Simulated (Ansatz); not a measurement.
Species: TlCl, charge 1, doublet. TlCl+ (parent SMILES [Tl][Cl], doublet).
B3LYP-D3(BJ)/def2-TZVP minimum from Ansatz (a first-principles code):
```
Tl
Cl 1 2.6465
```
Charge +1, spin multiplicity 2.

Total energies in def2-QZVPP, 9 correlated electrons, 14 frozen orbitals. Open shells are spin-unrestricted; no spin-orbit coupling. Cores are frozen in correlated methods (noble-gas shells, and filled d and f shells in the p block). Past Kr the def2 sets carry scalar-relativistic core potentials. Spin-orbit terms, left out, reach several kcal/mol for Br and I, and more for heavier atoms. The UHF reference of ClTl+ (parent SMILES [Cl][Tl], doublet) is spin-contaminated (<S^2> up to 0.04 over the pure value in the sets run). The spin of ClTl+ (parent SMILES [Cl][Tl], doublet) was assumed, and the state is the lowest solution found for it.

```
method    program  energy (Eh)  minus CCSDT(Q) (mEh)
--------  -------  -----------  --------------------
HF         Ansatz   -630.80703                248.71
MP2        Ansatz   -631.01642                 39.32
CCSD       Ansatz   -631.04474                 11.01
CCSD(T)    Ansatz   -631.05428                  1.46
CCSDT(Q)   Ansatz   -631.05574                  0.00
```

Rough core times of Ansatz's runs on a shared machine: CCSD(T) 4 min, CCSDT(Q) 70 min.
